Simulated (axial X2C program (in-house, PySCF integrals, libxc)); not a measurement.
## Potential curves of TeBr⁻, spin-free

All values were computed with an in-house all-electron X2C program for linear molecules (integrals from PySCF). Spin-free means the one-electron spin-free X2C Hamiltonian. Basis: Te dyall-acv3z [12s13p9d5f1g], Br dyall-acv3z [9s10p7d5f1g] (cores contracted in-house); Gaussian nuclei, density fitting, unrestricted open shells. Masses: Te 129.906 u, Br 78.918 u.

State: M_S = 0, Λ = 0 (closed shell). Energies in kJ/mol from the fragments at the same level (Te + Br-). Fits are polynomials in 1 − R0/R over 0.85 to 1.23 times the lowest point R0.

```json
{"R (Å)": "2.2681", "MP2": "-66.78"}
{"R (Å)": "2.3724", "MP2": "-110.43"}
{"R (Å)": "2.4506", "MP2": "-127.89"}
{"R (Å)": "2.5288", "MP2": "-135.93"}
{"R (Å)": "2.6070", "MP2": "-137.02"}
{"R (Å)": "2.6982", "MP2": "-132.01"}
{"R (Å)": "2.7895", "MP2": "-122.34"}
{"R (Å)": "2.9068", "MP2": "-105.69"}
{"R (Å)": "3.0502", "MP2": "-82.05"}
{"R (Å)": "3.2588", "MP2": "-46.31"}
```

Correlated methods: 14 electrons correlated (number of frozen shells: Te 4 s, 3 p, 2 d; Br 3 s, 2 p, 1 d), 324 virtual spin orbitals or spinors in MP2.

The state is a single determinant with fixed occupations, the lowest that a limited PBE0 search found. Closed shells are restricted here (equal orbitals for both partners); the stretched side of such a curve lies too high. Dissociation energies refer to the lowest single-determinant-based atoms at the same level and basis. With the outer-core shells frozen, correlated bond lengths of heavy atoms tend to come out a few hundredths of an ångström too long. Spin-free De lacks the spin–orbit lowering of the heavy p-block atom, a tenth of an eV or more for 4p and 5p, up to an eV for 6p and one to two eV for 7p atoms, less what an open-shell molecule gains itself. MP2 and coupled cluster on one determinant become unreliable at the stretched end.

(1) Fit the MP2 curve near its minimum: give the equilibrium distance, the harmonic wavenumber and the well depth.

Results:

(1) At MP2, spin-free: Re = 2.582 Å, ωe ≈ 229 cm⁻¹, De = 1.42 eV to Te + Br-; Be follows as 0.0515 cm⁻¹.
